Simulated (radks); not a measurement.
Os+, 75 electrons, occupied as [Xe] 4f14 5d6 6s1. Calculated with a radial shooting solver on a logarithmic mesh with Libxc functionals: scalar-relativistic Kohn-Sham, SCAN, spin-polarised, spherical densities, finite nucleus; open shells are filled with parallel spins first (spin-orbit coupling, left out, can overturn this in heavy ions); meta-GGA in the generalised Kohn-Sham scheme; Fermi nuclear charge, rms radius 5.4126 fm. Some entries of the table are withheld. Estimate them.

orbital  occ.  eigenvalue (hartree)  r(max) (bohr)
1s up       1             -2717.520        0.01103
1s down     1             -2717.519        0.01103
2s up       1             -474.5263        0.06334
2s down     1             -474.5198        0.06334
2p up       3             -413.1405        0.05219
2p down     3             -413.1341        0.05219
3s up       1             -111.0929         0.1785
3s down     1             -111.0906         0.1785
3p up       3             -92.95811         0.1772
3p down     3             -92.95504         0.1772
3d up       5             -72.65511         0.1446
3d down     5             -72.64917         0.1446
4s up       1             -23.88950         0.4050
4s down     1             -23.87813         0.4050
4p up       3             -17.91362         0.4250
4p down     3             -17.90294         0.4251
4d up       5             -10.46716         0.4347
4d down     5             -10.45433         0.4347
5s up       1                   (1)         0.9135
5s down     1                   (2)         0.9092
5p up       3                   (3)            (4)
4f up       7              -2.23089         0.4062
4f down     7              -2.21089         0.4061
5p down     3                   (5)            (6)
5d up       5              -0.56759          1.347
6s up       1              -0.52244          2.406
5d down     1              -0.44049          1.332

Answer. 
(1) 5s up eigenvalue (hartree): -3.75560
(2) 5s down eigenvalue (hartree): -3.66438
(3) 5p up eigenvalue (hartree): -2.24788
(4) 5p up r(max) (bohr): 1.036
(5) 5p down eigenvalue (hartree): -2.13822
(6) 5p down r(max) (bohr): 1.029
